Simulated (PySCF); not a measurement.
SMILES CCSCC, GFN2-xTB optimised geometry.

```
15

C      1.71     2.48    -2.26
C      0.97     1.64    -1.23
S      1.32    -0.14    -1.52
C      0.60    -0.85     0.00
C     -0.91    -0.85     0.00
H      2.78     2.31    -2.19
H      1.50     3.54    -2.08
H      1.38     2.22    -3.26
H      1.30     1.87    -0.22
H     -0.11     1.79    -1.31
H      1.01    -0.30     0.85
H      0.99    -1.87     0.03
H     -1.29    -1.37    -0.88
H     -1.30     0.16     0.00
H     -1.28    -1.36     0.89
```

Density from B3LYP/def2-TZVP (PySCF) at that geometry.

Minimum of the electron density along straight lines between bonded atoms, close to the bond critical point (lines longer than 1.1 times the sum of covalent radii, or with two minima, are not listed):

```json
[
 {"bond": "C1–C2", "length / Å": "1.516", "ρ at the minimum / e bohr⁻³": "0.251", "∇²ρ there / e bohr⁻⁵": "-0.63", "position (fraction from the first atom)": "0.49"},
 {"bond": "C2–S3", "length / Å": "1.832", "ρ at the minimum / e bohr⁻³": "0.178", "∇²ρ there / e bohr⁻⁵": "-0.28", "position (fraction from the first atom)": "0.47"},
 {"bond": "S3–C4", "length / Å": "1.825", "ρ at the minimum / e bohr⁻³": "0.180", "∇²ρ there / e bohr⁻⁵": "-0.29", "position (fraction from the first atom)": "0.53"},
 {"bond": "C4–C5", "length / Å": "1.517", "ρ at the minimum / e bohr⁻³": "0.252", "∇²ρ there / e bohr⁻⁵": "-0.64", "position (fraction from the first atom)": "0.51"},
 {"bond": "C1–H6", "length / Å": "1.087", "ρ at the minimum / e bohr⁻³": "0.282", "∇²ρ there / e bohr⁻⁵": "-0.98", "position (fraction from the first atom)": "0.64"},
 {"bond": "C1–H7", "length / Å": "1.088", "ρ at the minimum / e bohr⁻³": "0.280", "∇²ρ there / e bohr⁻⁵": "-0.96", "position (fraction from the first atom)": "0.64"},
 {"bond": "C1–H8", "length / Å": "1.087", "ρ at the minimum / e bohr⁻³": "0.282", "∇²ρ there / e bohr⁻⁵": "-0.97", "position (fraction from the first atom)": "0.64"},
 {"bond": "C2–H9", "length / Å": "1.091", "ρ at the minimum / e bohr⁻³": "0.282", "∇²ρ there / e bohr⁻⁵": "-0.98", "position (fraction from the first atom)": "0.64"},
 {"bond": "C2–H10", "length / Å": "1.090", "ρ at the minimum / e bohr⁻³": "0.284", "∇²ρ there / e bohr⁻⁵": "-0.99", "position (fraction from the first atom)": "0.64"},
 {"bond": "C4–H11", "length / Å": "1.091", "ρ at the minimum / e bohr⁻³": "0.282", "∇²ρ there / e bohr⁻⁵": "-0.98", "position (fraction from the first atom)": "0.64"},
 {"bond": "C4–H12", "length / Å": "1.090", "ρ at the minimum / e bohr⁻³": "0.283", "∇²ρ there / e bohr⁻⁵": "-0.99", "position (fraction from the first atom)": "0.64"},
 {"bond": "C5–H13", "length / Å": "1.087", "ρ at the minimum / e bohr⁻³": "0.282", "∇²ρ there / e bohr⁻⁵": "-0.98", "position (fraction from the first atom)": "0.64"},
 {"bond": "C5–H14", "length / Å": "1.088", "ρ at the minimum / e bohr⁻³": "0.281", "∇²ρ there / e bohr⁻⁵": "-0.97", "position (fraction from the first atom)": "0.64"},
 {"bond": "C5–H15", "length / Å": "1.088", "ρ at the minimum / e bohr⁻³": "0.280", "∇²ρ there / e bohr⁻⁵": "-0.96", "position (fraction from the first atom)": "0.64"}
]
```
